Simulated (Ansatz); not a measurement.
Gas-phase electronic energies from Ansatz, PBE0-D4/def2-TZVP geometries. CCSD(T)/CBS is the MP2 limit (def2-TZVPP, def2-QZVPP) plus CCSD(T) − MP2 in def2-TZVPP, frozen cores. This one scheme is used for every species. DFT in def2-TZVPP. HSE06 is defined as in plane-wave codes. For Ga outer-core shells are correlated without core-valence functions, which leaves a few kJ/mol of doubt a bond. Scalar relativity is left out up to krypton. Each species was taken in one conformer, which may not be the lowest.

`C[Si](C)(C)[CH2][Ga]([F])[Cl]` + H–F → `[F][Ga]([F])[Cl]` + `C[Si](C)(C)C`  (ligand exchange at a Ga–C bond)

`C[Si](C)(C)[CH2][Ga]([F])[Cl]`:

```xyz
19

C    -1.873   -0.010   -1.354
Si   -0.259    0.035   -0.409
C     0.165    1.803    0.054
C     1.123   -0.705   -1.429
C    -0.442   -0.973    1.178
Ga    0.972   -0.566    2.428
F     0.699    0.382    3.875
Cl    3.035   -1.083    2.202
H    -1.792    0.551   -2.290
H    -2.155   -1.036   -1.603
H    -2.686    0.430   -0.770
H     1.151    1.876    0.526
H    -0.569    2.225    0.745
H     0.191    2.442   -0.833
H     0.889   -1.731   -1.724
H     2.064   -0.725   -0.873
H     1.285   -0.125   -2.342
H    -1.389   -0.749    1.675
H    -0.411   -2.041    0.946
```

H–F:

Cartesian coordinates in Å:
```
F -0.396 0.228 0.051
H 0.396 -0.228 -0.051
```

`[F][Ga]([F])[Cl]`:

Z-matrix (Å, degrees):
```
Ga
F 1 1.729
Cl 1 2.096 2 121.7
F 1 1.729 2 116.7 3 180.0
```

`C[Si](C)(C)C`:

```xyz
17

C     0.841   -1.649   -0.302
Si    0.000    0.000    0.000
C     0.733    0.805    1.527
C    -1.838   -0.273    0.259
C     0.264    1.117   -1.484
H     1.916   -1.522   -0.456
H     0.434   -2.144   -1.188
H     0.703   -2.324    0.548
H     0.260    1.770    1.731
H     1.806    0.980    1.405
H     0.597    0.175    2.410
H    -2.356    0.673    0.437
H    -2.023   -0.922    1.119
H    -2.294   -0.743   -0.617
H    -0.155    0.673   -2.391
H    -0.216    2.089   -1.337
H     1.328    1.295   -1.660
```

Task: Is it downhill or uphill in electronic energy at CCSD(T)/CBS, and by how much? (Estimate.)

Result: Ansatz gave: Downhill: ΔE = -8.0 kcal/mol.

Task: What do these levels give: BLYP-D4, r2SCAN-D4, PBE0-D4, HSE06-D4, r2SCANh, HSE06? (An estimate is asked.)

Result: Ansatz gave: BLYP-D4 -10.8, r2SCAN-D4 -12.0, PBE0-D4 -9.0, HSE06-D4 -9.1, r2SCANh -12.6, HSE06 -11.6 kcal/mol.

Largest T1 diagnostic among the species: 0.014.

In def2-TZVPP, CCSD(T) changes the Hartree–Fock value by +8.8 kcal/mol (the triples alone add +1.1 kcal/mol) and MP2 by +9.9 kcal/mol. The D4 term adds +4.5 kcal/mol with B3LYP and +2.6 kcal/mol with PBE0; it sums over pairs of atoms, weighted by their polarisabilities, and B3LYP, whose exchange is more repulsive, gets the larger term.

B3LYP here is the variant with VWN-RPA as its local correlation; programs differ in this.
